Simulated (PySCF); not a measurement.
## Electron correlation in Hg (mercury, neutral)

[Xe] 4f14 5d10 6s1 6p1, high-spin 3P determinant (an excited configuration). All numbers are calculated (PySCF 2.14, a scalar-relativistic core potential, in aug-cc-pwCVDZ-PP with ECP60MDF). Frozen: 5s2 5p6; 12 electrons correlated.

```csv
level,correlation energy (mhartree)
CCSD,-332.17
(T),-7.90
CCSD(T),-340.07
```

Diagnostics: T1 = 0.012, D1 = 0.0489, largest double amplitude 0.028.

**Question.** Is a single reference adequate?

**Answer.** Yes, within this model without spin-orbit coupling: T1 lies below 0.03 and no double amplitude reaches 0.07.
